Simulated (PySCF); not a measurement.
Species: CH7B2FSi.
Atom-mapped SMILES: `[CH3:1][B:2]([SiH3:3])[BH:4][F:5]` (hydrogens: H6, H7, H8 on C1; H9, H10, H11 on Si3; H12 on B4)

Method: PBE0-D3(BJ)/def2-SVP geometry optimisation, gas phase in PySCF; density fitting, grid level 1; the optimiser is geomeTRIC in internal coordinates, started from a GFN2-xTB structure with every atom displaced at random (about 0.01 Å).

Step 0: E = -13082.7753 eV
```
atom  x, y, z in Å  |  force x, y, z in eV/Å
C1     -1.3206   -1.1024    0.1991   -0.568   1.618  -0.610
B2     -0.4068    0.1820    0.0756   -0.511  -1.105   0.013
Si3     1.5235   -0.1565   -0.0586    1.019  -0.198   0.559
B4     -0.8482    1.7475    0.2004   -0.692   1.062  -0.471
F5     -1.1019    2.5544   -0.8375    0.149  -0.248   0.000
H6     -1.4464   -1.2723    1.2617    0.006  -0.185   0.859
H7     -0.9291   -1.9893   -0.2464    0.554  -1.012  -0.353
H8     -2.3349   -0.9257   -0.1877   -0.118  -0.037   0.019
H9      1.8950   -1.5618    0.2010   -0.045  -0.505   0.041
H10     2.0838    0.1617   -1.3691    0.107   0.260  -0.765
H11     2.3504    0.6049    0.9181   -0.002   0.283   0.156
H12    -0.9760    2.3016    1.2572    0.100   0.068   0.553
```

Step 1: E = -13082.9467 eV
```
atom  x, y, z in Å  |  force x, y, z in eV/Å
C1     -1.3736   -1.0898    0.1689    0.055  -0.314  -0.049
B2     -0.4054    0.1297    0.1032   -0.056   0.285   0.004
Si3     1.6068   -0.1763   -0.0318   -0.157   0.092   0.025
B4     -0.8802    1.7569    0.2235    0.450  -0.409   0.196
F5     -0.9893    2.5203   -0.8516   -0.169   0.226  -0.216
H6     -1.4734   -1.2764    1.2632    0.044   0.005  -0.089
H7     -0.9721   -2.0239   -0.2669   -0.101   0.119   0.125
H8     -2.3941   -0.9128   -0.1986   -0.048   0.031  -0.009
H9      1.9896   -1.6005    0.2333    0.054   0.012  -0.002
H10     2.0211    0.1812   -1.4327   -0.008  -0.034   0.052
H11     2.3622    0.7209    0.9013    0.055  -0.041  -0.016
H12    -1.0029    2.3147    1.3020   -0.118   0.027  -0.020
```

**Question.** Estimate the geometry and energy of step 2. (The exact step hangs on the optimiser's Hessian estimate; all steps are aligned on step 1, rigid shifts and turns removed.)

**Answer.** E = -13082.9563 eV, largest force 0.274 eV/Å
```
atom  x, y, z in Å  |  force x, y, z in eV/Å
C1     -1.3709   -1.0844    0.1641   -0.022   0.014  -0.017
B2     -0.3933    0.1355    0.0945    0.085   0.111  -0.114
Si3     1.6140   -0.1811   -0.0267   -0.063  -0.013   0.062
B4     -0.8533    1.7575    0.2097   -0.235  -0.096   0.103
F5     -1.0561    2.5513   -0.8365    0.082  -0.040  -0.099
H6     -1.4664   -1.2612    1.2577    0.013   0.001   0.004
H7     -0.9849   -2.0254   -0.2574    0.005   0.028   0.021
H8     -2.3924   -0.8982   -0.2009    0.004   0.011   0.008
H9      1.9981   -1.6043    0.2430    0.032   0.002   0.002
H10     2.0339    0.1597   -1.4267   -0.007  -0.003  -0.009
H11     2.3894    0.7070    0.8979    0.022  -0.007  -0.007
H12    -1.0293    2.2878    1.2952    0.083  -0.010   0.046
```

The energy changes by -0.0095 eV. The first-order estimate −F·Δx gives -0.0318 eV and the mean of the old and new forces, exact on a quadratic surface, -0.0087 eV. The step makes an angle of 71° with the force vector and moves no atom by more than 0.075 Å.

What follows is the cost of the whole optimisation. Time: 25 s of wall time; peak memory 0.45 GiB. Hardware: one thread of an Arm Neoverse V1, shared host.
